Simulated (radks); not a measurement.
Os XXXVIII, 39 electrons, occupied as [Kr] 4d3. All-electron calculation, Dirac Kohn-Sham, PBE, spin-unpolarised, spherical densities, point nucleus; open shells are shared between the two j in proportion to 2j + 1. Program: a radial shooting solver on a logarithmic mesh with Libxc functionals.

Unscreened Slater integrals over Kohn-Sham orbitals (eV). Large and small components are both included.

F0(4d5/2,4d5/2): 59.672
F2(4d5/2,4d5/2): 30.417
F4(4d5/2,4d5/2): 20.734
F0(4d5/2,4d3/2): 60.134
F2(4d5/2,4d3/2): 30.604
G2(4d5/2,4d3/2): 30.453
G4(4d5/2,4d3/2): 20.763
F0(4d5/2,4p3/2): 59.271
F2(4d5/2,4p3/2): 30.333
G1(4d5/2,4p3/2): 37.407
G3(4d5/2,4p3/2): 24.063
F0(4d5/2,4p1/2): 60.920
G3(4d5/2,4p1/2): 24.925
F0(4d3/2,4d3/2): 60.613
F2(4d3/2,4d3/2): 30.822
F0(4d3/2,4p3/2): 59.715
F2(4d3/2,4p3/2): 30.472
G1(4d3/2,4p3/2): 37.193
G3(4d3/2,4p3/2): 23.986
F0(4d3/2,4p1/2): 61.419
G1(4d3/2,4p1/2): 39.523
F0(4p3/2,4p3/2): 59.053
F2(4p3/2,4p3/2): 30.728
F0(4p3/2,4p1/2): 60.637
G2(4p3/2,4p1/2): 30.837
F0(4p1/2,4p1/2): 62.431
